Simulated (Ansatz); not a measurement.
# How basis sets differ on RbBr (SMILES [Br][Rb])

The species is RbBr (2 atoms), meant as a singlet with charge 0. As SMILES, `[Br][Rb]`. Geometry: the measured bond length.

```xyz
2

Br    0.0000    0.0000    0.0000
Rb    0.0000    0.0000    2.9447
```

Quantity: the vertical ionisation energy (to the doublet cation), in eV. The values are calculated.

```json
{"level": "HSE06/def2-SVP (core potential)", "kind": "range-separated hybrid", "program": "Ansatz", "value (eV)": "8.11", "CPU time (all runs)": "15 s"}
{"level": "HSE06/def2-SVPD (core potential)", "kind": "range-separated hybrid", "program": "Ansatz", "value (eV)": "8.23", "CPU time (all runs)": "20 s"}
{"level": "HSE06/def2-TZVPD (core potential)", "kind": "range-separated hybrid", "program": "Ansatz", "value (eV)": "8.17", "CPU time (all runs)": "27 s"}
{"level": "HSE06/def2-TZVPPD (core potential)", "kind": "range-separated hybrid", "program": "Ansatz", "value (eV)": "8.17", "CPU time (all runs)": "30 s"}
{"level": "HSE06/def2-QZVPPD (core potential)", "kind": "range-separated hybrid", "program": "Ansatz", "value (eV)": "8.18", "CPU time (all runs)": "50 s"}
```

Spin-orbit coupling, which can split open shells on such heavy atoms by tenths of an eV, is left out. The values span 8.11 to 8.23 eV. CPU times are rough (shared hosts, several kinds of processor): they show what a rung costs within a factor of a few.
